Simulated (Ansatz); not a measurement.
Abridged output of a molecular run in Ansatz:

```
Functional definition: HF
1603 factors; integrals over basis functions are off by at most 1.1e-3 eV
mean field evaluation 1: about -81496.5154 eV, gradient 3.3e1 eV
mean field evaluation 2: about -81496.8051 eV, gradient 3.3e1 eV
mean field evaluation 4: about -81499.8778 eV, gradient 4.6e0 eV
mean field evaluation 8: about -81499.9581 eV, gradient 3.2e-1 eV
mean field evaluation 16: about -81499.9591 eV, gradient 2.3e-6 eV
mean field -81499.95905261 eV, -2995.0682525269 hartree, gradient 2.3e-6 eV, S^2 0.000000; 0 other end points of the search recorded, 0 dependent functions left out; unrestricted orbitals would lower it
17 core orbitals not correlated: weight in the atoms' cores, before any rotation towards them, 1.000 or more for the frozen orbitals, at most 0.000 for the correlated occupied ones
reference -81499.95905261 eV, -2995.0682525269 hartree; 20, 20 occupied and 230, 230 virtual orbitals, 1603 factors
second order -25.39307766 eV of doubles, -0.00000000 eV of singles
cycle   1  -25.78127972 eV  change   -3.9e-1 eV  update   1.1e-1
cycle   2  -26.47037593 eV  change   -6.9e-1 eV  update   3.2e-2
cycle   3  -26.58439545 eV  change   -1.1e-1 eV  update   1.5e-2
cycle   4  -26.57298150 eV  change    1.1e-2 eV  update   3.8e-3
cycle   5  -26.57495803 eV  change   -2.0e-3 eV  update   1.5e-3
cycle   6  -26.57536484 eV  change   -4.1e-4 eV  update   4.0e-4
cycle   7  -26.57518022 eV  change    1.8e-4 eV  update   1.5e-4
cycle   8  -26.57519432 eV  change   -1.4e-5 eV  update   5.3e-5
cycle   9  -26.57520589 eV  change   -1.2e-5 eV  update   2.1e-5
perturbative correction -1.10408988 eV, -0.0405745548 hartree
Total energy: -81527.63834838 eV, -2996.0854478851 hartree
```

Its atoms:

Cartesian coordinates in Å:
```
N 0.270 1.338 1.376
C -0.801 0.879 0.875
Si -0.654 -0.145 -0.708
C 1.072 -0.870 -0.773
Br 1.223 -2.292 0.546
H 0.094 1.892 2.217
H -1.789 1.073 1.320
H -1.685 -1.212 -0.741
H -0.866 0.763 -1.871
H 1.322 -1.308 -1.738
H 1.814 -0.120 -0.504
```

Q: Which basis set was used?
A. def2-TZVPP
B. cc-pV(Q+d)Z
C. def2-TZVPPD
D. def2-SVP

A: A. It gives 267 functions.

Q: Write the keys of the input that set method, charge and spin (a neutral closed shell needs none for the last two).

A: 
```yaml
correlation: {method: ccsd_t}
```
